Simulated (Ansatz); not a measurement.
Abridged output of a molecular run in Ansatz:

```
Functional definition: HF
1988 factors; integrals over basis functions are off by at most 1.4e-3 eV
mean field evaluation 1: about -26021.2033 eV, gradient 4.6e1 eV
mean field evaluation 2: about -26021.2252 eV, gradient 4.6e1 eV
mean field evaluation 4: about -26026.4425 eV, gradient 4.6e0 eV
mean field evaluation 8: about -26026.5094 eV, gradient 2.5e-4 eV
mean field -26026.50939655 eV, -956.4565789217 hartree, gradient 1.7e-6 eV, S^2 0.000000; 0 other end points of the search recorded, 0 dependent functions left out
15 core orbitals not correlated: weight in the atoms' cores, before any rotation towards them, 1.000 or more for the frozen orbitals, at most 0.000 for the correlated occupied ones
reference -26026.50939655 eV, -956.4565789217 hartree; 30, 30 occupied and 143, 143 virtual orbitals, 1988 factors
second order -32.31403403 eV of doubles, -0.00000000 eV of singles
cycle   1  -33.61887844 eV  change    -1.3e0 eV  update   1.2e-1
cycle   2  -34.44698726 eV  change   -8.3e-1 eV  update   3.6e-2
cycle   3  -34.63379650 eV  change   -1.9e-1 eV  update   1.8e-2
cycle   4  -34.63088161 eV  change    2.9e-3 eV  update   4.5e-3
cycle   5  -34.63029672 eV  change    5.8e-4 eV  update   2.2e-3
cycle   6  -34.63044842 eV  change   -1.5e-4 eV  update   7.7e-4
cycle   7  -34.63009127 eV  change    3.6e-4 eV  update   3.3e-4
cycle   8  -34.63004416 eV  change    4.7e-5 eV  update   1.1e-4
cycle   9  -34.63004929 eV  change   -5.1e-6 eV  update   4.3e-5
perturbative correction -0.99116943 eV, -0.0364248048 hartree
Total energy: -26062.13061527 eV, -957.7656345646 hartree
```

Its atoms:

Z-matrix (Å, degrees):
```
C
N 1 1.453
H 1 1.093 2 109.7
H 1 1.095 2 110.0 3 117.0
H 1 1.099 2 114.9 3 -121.3
Sn 2 2.013 1 119.3 3 50.0
H 2 1.011 1 112.1 3 -176.3
N 6 1.995 2 106.2 1 -80.8
N 6 2.008 2 122.6 1 38.6
Cl 6 2.341 2 103.5 1 155.8
C 8 1.453 6 121.2 2 -175.5
H 8 1.010 6 112.8 2 -37.9
C 9 1.451 6 121.2 2 68.0
H 9 1.011 6 112.9 2 -69.9
H 11 1.097 8 114.1 6 79.4
H 11 1.095 8 110.2 6 -158.9
H 11 1.092 8 109.6 6 -41.2
H 13 1.092 9 109.5 6 44.1
H 13 1.099 9 114.6 6 -76.9
H 13 1.095 9 110.1 6 161.4
```

Problem. Which basis set was used?
A. cc-pV(Q+d)Z
B. def2-SVP
C. cc-pV(T+d)Z
D. def2-SVPD

Solution. B. It gives 188 functions.

Problem. Write the keys of the input that set method, charge and spin (a neutral closed shell needs none for the last two).

Solution. 
```yaml
correlation: {method: ccsd_t}
```
